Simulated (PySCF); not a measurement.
Molecule: `C1N=CC[C@@H](C=C)C1`, C$_{7}$H$_{11}$N.

Cartesian coordinates in Å; atom numbers follow the order of the lines, from 1:
```xyz
19

C    -2.8903    0.2754    0.1030
C    -1.7148    0.4063   -0.4815
C    -0.4062    0.0476    0.1497
C     0.5071    1.2749    0.2602
C     1.9136    0.8660    0.5946
N     2.4158   -0.2805    0.5118
C     1.6347   -1.3919    0.0410
C     0.3358   -1.0127   -0.6725
H    -3.8080    0.5448   -0.3916
H    -2.9854   -0.1089    1.1057
H    -1.6461    0.7946   -1.4902
H    -0.5855   -0.3495    1.1548
H     0.1377    1.9663    1.0212
H     0.5232    1.8180   -0.6909
H     2.5703    1.6549    0.9489
H     2.2856   -1.9719   -0.6208
H     1.4234   -2.0200    0.9139
H     0.5675   -0.6060   -1.6598
H    -0.2881   -1.8980   -0.8048
```

Frames of a GFN2-xTB Langevin trajectory at 200 K; GIAO PBE0/pcSseg-1 shieldings in PySCF 2.14.0 with density-fitted response routines, gas phase, non-relativistic; equivalent atoms averaged within each frame.

Chemical shifts δ = σref − σ; ¹³C (σ = 186.93 ppm), ¹H (σ = 31.72 ppm) against TMS; ¹⁵N (σ = 267.73 ppm) against NH3, all at this level. The references are static minima.

Question: How do the shifts (ppm) fluctuate along the trajectory?

Answer: 
```
         time (fs)     C5     C2     C1    C7    C3    C8    C4     N6   H15   H11
optimised geometry  164.9  152.7  120.0  53.5  41.9  32.5  38.6  378.3  7.98  5.88
               250  169.0  153.8  118.8  52.4  50.9  43.1  42.3  391.7  8.30  6.28
               425  167.5  153.1  120.6  59.3  37.5  35.1  38.0  390.0  7.97  6.25
               625  165.9  154.4  121.0  60.9  39.3  34.1  43.9  386.5  8.07  6.12
               800  170.8  153.5  123.4  54.1  42.8  29.7  40.8  393.6  8.32  6.59
              1000  169.0  155.4  119.6  58.7  45.0  34.4  43.7  393.8  8.03  5.78
    mean of frames  168.4  154.0  120.7  57.1  43.1  35.3  41.7  391.1  8.14  6.21
standard deviation    1.8    0.9    1.8   3.6   5.3   4.9   2.4    3.0  0.16  0.29
```

5 frames give an uncertainty of the mean of about the standard deviation over 2.2 at best, since frames this close in time may not be independent; classical motion lacks zero-point vibration, and the reference would need the same averaging.
